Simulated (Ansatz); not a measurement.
This triplet is an excited state, 2.53 eV above the relaxed singlet at the level frozen-core CCSD(T)/cc-pVTZ // B3LYP-D3(BJ)/def2-TZVP (Ansatz, a first-principles code).

Species: HFGeS, SMILES `[F][Ge][SH]` (excited triplet; F–Ge–S–H torsion 91°) (charge 0, multiplicity 3).

Task: Give a relaxed geometry from B3LYP-D3(BJ)/def2-TZVP in Ansatz.

Result: This is not unique; one that fits is the end point of this relaxation, one of several conformers (outside a Z-matrix the atoms follow the SMILES, hydrogens last).
Bonds (Å): F1–Ge2 1.768, Ge2–S3 2.258, S3–H4 1.351. Bond angles (°): F1–Ge2–S3 117.4, Ge2–S3–H4 98.7.
